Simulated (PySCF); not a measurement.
Stationary points of YOBr

Method: PBE0 in PySCF with Y def2-TZVP with ECP28, O def2-TZVP, Br def2-TZVP; scalar-relativistic core potentials, no spin–orbit coupling; density-fitted integrals.

Relaxations began from a few typed shapes. The search is not exhaustive: other isomers or separated fragments can lie lower, and high-lying points may rest on an excited occupation.

(1) Order these stationary points by electronic energy, lowest first, in kJ/mol from the lowest minimum.
A. singlet C∞v: Y–Br 2.766 Å, Y–O 1.807 Å; Br–Y–O 180.0°
B. singlet Cs: Y–Br 2.666 Å, Y–O 1.794 Å; Br–Y–O 119.5°

(2) Which of them are minima?

## Answers

(1) B (0.0), A (32.2).

(2) By energy in kJ/mol, 0.0: minimum; 32.2: saddle point, 2 imaginary modes.

Formally Y is in oxidation state +3, d0. The polar-tensor charge on Y, 1.83, is below the formal one.
